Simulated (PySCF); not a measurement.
Q: Give a GFN2-xTB geometry of PhCF(CH3)2, `CC(C)(F)c1ccccc1`.

A: 
```
atom  x, y, z in Å
C1    -2.052    0.947   -0.626
C2    -1.359   -0.065    0.285
C3    -1.800   -1.498   -0.008
F4    -1.781    0.221    1.586
C5     0.149    0.073    0.221
C6     0.883    0.435    1.342
C7     2.260    0.556    1.271
C8     2.920    0.318    0.079
C9     2.194   -0.044   -1.043
C10    0.818   -0.166   -0.974
H11   -1.776    0.778   -1.662
H12   -1.759    1.955   -0.341
H13   -3.131    0.853   -0.523
H14   -2.876   -1.582    0.123
H15   -1.310   -2.182    0.682
H16   -1.540   -1.774   -1.025
H17    0.374    0.622    2.275
H18    2.817    0.836    2.153
H19    3.994    0.415    0.021
H20    2.700   -0.233   -1.978
H21    0.268   -0.450   -1.859
```

Orientation and origin are arbitrary. Atoms count from 1 in this order. Of the pairs four or more bonds apart, F4···H17 is among the closest relative to their van der Waals radii: 2.30 Å, 86 % of the sum of Bondi's values. The 6-membered ring C5–C6–C7–C8–C9–C10 has internal angles of 118.9° to 120.5°; it is planar, 0.00 Å rms from its mean plane, widest ring torsion 0°. The 9 C–C bonds span 1.383 Å (C9–C10, aromatic) to 1.528 Å (C2–C3, drawn single), a spread of 0.145 Å.

Bonds between heavy atoms (Å): C1–C2 1.528, C2–C3 1.528, C2–F4 1.397, C2–C5 1.515, C5–C6 1.388, C6–C7 1.384, C7–C8 1.383, C8–C9 1.385, C9–C10 1.383, C5–C10 1.391.

Computed geometry: GFN2-xTB, gas phase.

Point group: Cs (tolerance 0.08 Å). Not checked by GFN2-xTB frequencies. One conformer, not necessarily the lowest (C1–C2–C5–C6 117°).
